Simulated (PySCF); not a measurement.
This script is equivalent to a calculation on Br²⁺ (bromine, charge +2).

```python
from pyscf import gto, scf, dft, mp, cc
import basis_set_exchange as bse
txt = bse.get_basis("cc-pVTZ-PP", elements=["Br"], fmt="nwchem", header=False)
cut = txt.index("\nECP")
mol = gto.M(atom="Br 0 0 0", charge=2, spin=3, symmetry="D2h",
            basis=gto.basis.parse(txt[:cut]),
            ecp={"Br": gto.basis.parse_ecp(txt[cut:])})
mf = dft.UKS(mol, xc="PBE")
mf.irrep_nelec = {'Ag': (4, 4), 'B1g': (1, 1), 'B2g': (1, 1), 'B3g': (1, 1), 'B1u': (2, 1), 'B2u': (2, 1), 'B3u': (2, 1)}
mf.kernel()
```

Task: What total energy does it give?

Result: -415.588 hartree (calculated).

Task: Which occupied shell lies highest, and where?

Result: 4p α, at -29.346 eV.

Task: What is ⟨S²⟩, and what would a pure spin state give?

Result: 3.750, against 3.75.

Energies and moments cover only the electrons outside the core potential.
